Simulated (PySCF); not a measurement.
Co⁺ (cobalt, charge +1) across methods

[Ar] 3d7 4p1, one real determinant (an excited configuration). Computed with PySCF 2.14 in aug-cc-pVDZ (7s6p4d2f, 59 functions), with no relativity, point nucleus. The B2PLYP total includes its PT2 part (frozen core); its orbital energies are those of the SCF part.

| method | E (hartree) | mean ε 3d α (eV) | mean ε 3d β (eV) | mean ε 4p α (eV) | Σ⟨r²⟩ (bohr²) | ⟨S²⟩ |
| --- | --- | --- | --- | --- | --- | --- |
| LDA | -1379.648 | -19.881 | -17.128 | -8.930 | 28.37 | 6.001 |
| UHF | -1381.00008 | -29.826 | -26.138 | -10.785 | 29.49 | 6.004 |
| r2SCAN | -1382.238 | -20.083 | -17.494 | -9.004 | 28.35 | 6.002 |
| B3LYP | -1382.295 | -21.824 | -19.304 | -9.341 | 28.58 | 6.002 |
| PBEsol | -1380.771 | -19.646 | -17.002 | -8.857 | 28.47 | 6.001 |
| B2PLYP | -1381.977 | -25.087 | -22.123 | -9.896 | 28.88 | 6.003 |
| PBE0 | -1382.036 | -22.357 | -19.616 | -9.468 | 28.61 | 6.001 |
| PBE | -1381.999 | -19.644 | -17.163 | -8.882 | 28.58 | 6.001 |

⟨L²⟩ = 13.85 against 20 for a pure G term, so this real determinant mixes terms.
